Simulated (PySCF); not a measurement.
## K (potassium, neutral) across methods

[Ar] 3d1, 2D determinant (an excited configuration). Calculation: PySCF 2.14, in aug-cc-pVTZ-X2C (7s6p4d2f, 59 functions); scalar relativity by spin-free X2C-1e.

```json
{"method": "BLYP", "E (hartree)": "-602.153", "mean ε 3p α (eV)": "-20.144", "mean ε 3p β (eV)": "-20.079", "mean ε 3d α (eV)": "-0.871", "Σ⟨r²⟩ (bohr²)": "91.81", "⟨S²⟩": "0.750"}
{"method": "UHF", "E (hartree)": "-601.37422", "mean ε 3p α (eV)": "-28.464", "mean ε 3p β (eV)": "-28.442", "mean ε 3d α (eV)": "-1.571", "Σ⟨r²⟩ (bohr²)": "129.3", "⟨S²⟩": "0.750"}
{"method": "PBE0", "E (hartree)": "-601.975", "mean ε 3p α (eV)": "-22.700", "mean ε 3p β (eV)": "-22.631", "mean ε 3d α (eV)": "-1.198", "Σ⟨r²⟩ (bohr²)": "98.50", "⟨S²⟩": "0.750"}
{"method": "LDA", "E (hartree)": "-600.386", "mean ε 3p α (eV)": "-20.321", "mean ε 3p β (eV)": "-20.242", "mean ε 3d α (eV)": "-0.881", "Σ⟨r²⟩ (bohr²)": "92.63", "⟨S²⟩": "0.750"}
{"method": "B97-3", "E (hartree)": "-602.077", "mean ε 3p α (eV)": "-22.959", "mean ε 3p β (eV)": "-22.925", "mean ε 3d α (eV)": "-1.229", "Σ⟨r²⟩ (bohr²)": "103.6", "⟨S²⟩": "0.750"}
{"method": "TPSSh", "E (hartree)": "-602.158", "mean ε 3p α (eV)": "-21.634", "mean ε 3p β (eV)": "-21.566", "mean ε 3d α (eV)": "-0.991", "Σ⟨r²⟩ (bohr²)": "98.75", "⟨S²⟩": "0.750"}
{"method": "PBE", "E (hartree)": "-601.934", "mean ε 3p α (eV)": "-20.393", "mean ε 3p β (eV)": "-20.315", "mean ε 3d α (eV)": "-0.966", "Σ⟨r²⟩ (bohr²)": "93.39", "⟨S²⟩": "0.750"}
{"method": "r2SCAN", "E (hartree)": "-602.106", "mean ε 3p α (eV)": "-21.188", "mean ε 3p β (eV)": "-21.119", "mean ε 3d α (eV)": "-0.878", "Σ⟨r²⟩ (bohr²)": "97.97", "⟨S²⟩": "0.750"}
```
